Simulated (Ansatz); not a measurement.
Reaction (redistribution): `CO[SiH](O)[GeH2][OH]` + `[SiH3][SiH2]Cl` → `CO[SiH](O)Cl` + `[OH][GeH2][SiH2][SiH3]`

Gas-phase electronic energies from Ansatz, PBE0-D4/def2-TZVP geometries. CCSD(T)/CBS is the MP2 limit (def2-TZVPP, def2-QZVPP) plus CCSD(T) − MP2 in def2-TZVPP, frozen cores. Functionals use def2-TZVPP. For Ge outer-core shells are correlated without core-valence functions, which leaves a few kJ/mol of doubt a bond. Scalar relativity is left out up to krypton. One conformer a species, not always the lowest.

Task: Is it downhill or uphill in electronic energy at CCSD(T)/CBS, and by how much? (Estimate.)

Result: Computed: Downhill: ΔE = -8.0 kcal/mol.

Task: What do these levels give: PBE-D4, PBE, PBE0, HF/def2-TZVPP, CCSD/def2-TZVPP, MP2/def2-QZVPP? (An estimate is asked.)

Result: Ansatz gave: PBE-D4 -7.7, PBE -7.5, PBE0 -8.1, HF/def2-TZVPP -8.1, CCSD/def2-TZVPP -8.2, MP2/def2-QZVPP -8.2 kcal/mol.

Largest T1 diagnostic among the species: 0.013.
